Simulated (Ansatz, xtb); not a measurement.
C5H7NSSi: which of two isomers lies lower

Structure I: `C=N[SiH2]c1cccs1`, a singlet. Structure II: `C=C[SiH2]c1nccs1`, a singlet. Both are isolated molecules in the gas phase, relaxed with PBE0-D3(BJ)/def2-SVP; the shapes shown needn't be the lowest conformers.

I (Å):

```csv
atom,x (Å),y (Å),z (Å)
C,1.3007,-2.3262,-3.6313
C,0.0316,-1.0933,-0.8235
C,-0.9894,-0.1627,-0.8507
C,-0.5891,1.1368,-0.4401
C,0.7410,1.1897,-0.1082
N,0.6977,-3.1826,-2.9279
S,1.4934,-0.3379,-0.2921
Si,-0.0465,-2.8789,-1.3656
H,1.4379,-1.2607,-3.3453
H,1.7400,-2.6131,-4.6057
H,-1.4852,-3.2512,-1.4692
H,0.6533,-3.7596,-0.3884
H,-2.0073,-0.4142,-1.1563
H,-1.2562,1.9985,-0.3883
H,1.3126,2.0495,0.2402
```

II (Å):

```json
{"atom": "C", "x (Å)": "-1.1816", "y (Å)": "2.2204", "z (Å)": "1.3490"}
{"atom": "C", "x (Å)": "-1.1142", "y (Å)": "0.9486", "z (Å)": "0.9399"}
{"atom": "C", "x (Å)": "-2.1712", "y (Å)": "-0.6280", "z (Å)": "-1.4633"}
{"atom": "C", "x (Å)": "-1.0709", "y (Å)": "-1.7358", "z (Å)": "-3.0274"}
{"atom": "C", "x (Å)": "-1.9929", "y (Å)": "-1.1286", "z (Å)": "-3.8412"}
{"atom": "N", "x (Å)": "-1.1804", "y (Å)": "-1.4479", "z (Å)": "-1.7022"}
{"atom": "S", "x (Å)": "-3.0383", "y (Å)": "-0.1555", "z (Å)": "-2.8985"}
{"atom": "Si", "x (Å)": "-2.5723", "y (Å)": "0.0025", "z (Å)": "0.2652"}
{"atom": "H", "x (Å)": "-2.1168", "y (Å)": "2.7911", "z (Å)": "1.3164"}
{"atom": "H", "x (Å)": "-0.3056", "y (Å)": "2.7538", "z (Å)": "1.7352"}
{"atom": "H", "x (Å)": "-0.1480", "y (Å)": "0.4294", "z (Å)": "0.9888"}
{"atom": "H", "x (Å)": "-3.7603", "y (Å)": "0.9046", "z (Å)": "0.1724"}
{"atom": "H", "x (Å)": "-2.9000", "y (Å)": "-1.1779", "z (Å)": "1.1191"}
{"atom": "H", "x (Å)": "-0.2867", "y (Å)": "-2.4113", "z (Å)": "-3.3746"}
{"atom": "H", "x (Å)": "-2.0999", "y (Å)": "-1.2113", "z (Å)": "-4.9216"}
```

Estimate E(II) − E(I) at the level CCSD(T)/def2-SVP + ΔMP2/def2-TZVPP.

Calculated at CCSD(T)/def2-SVP + ΔMP2/def2-TZVPP: E(II) − E(I) = +11.2 kcal/mol, so structure I lies lower.

Level by level:

```
                             level              geometry  E(II) − E(I) (kcal/mol)  departure from the last row (kcal/mol)  job, with rough time for the two
              PBE0-D3(BJ)/def2-SVP  PBE0-D3(BJ)/def2-SVP                      +9.3                                    −1.9             optimisation, 2.9 min
                       HF/def2-SVP  PBE0-D3(BJ)/def2-SVP                     +11.4                                    +0.3           part of the CCSD(T) run
                      MP2/def2-SVP  PBE0-D3(BJ)/def2-SVP                     +10.1                                    −1.1           part of the CCSD(T) run
                  CCSD(T)/def2-SVP  PBE0-D3(BJ)/def2-SVP                      +9.0                                    −2.2                      single point
CCSD(T)/def2-SVP + ΔMP2/def2-TZVPP  PBE0-D3(BJ)/def2-SVP                     +11.2                                                     single point, 1.7 min
```

As drawn, II has 1 C=C, 1 C–Si, 2 C∷N in place of 1 C=N, 1 N–Si, 2 C∷C (∷ is an aromatic bond).

The levels shown agree on the order. The largest departure from CCSD(T)/def2-SVP + ΔMP2/def2-TZVPP is that of CCSD(T)/def2-SVP, 2.2 kcal/mol. Levels run at GFN2-xTB geometries aren't shown. The last row adds to CCSD(T) the change of the MP2 difference between the two basis sets, here +2.2 kcal/mol.

With thermal terms from frequencies at re-optimised GFN2-xTB minima (ideal gas, soft modes damped towards free rotors, one conformer each, 298.15 K, 1 atm): the zero-point term adds 0.0 kcal/mol; ΔH is +11.3 and ΔG +10.8 kcal/mol.

The correlated steps freeze 16 core orbitals. Codes used: Ansatz 0.2.0, xtb 6.7.1; the last row on 4 threads of Arm Neoverse V1 on a shared host.
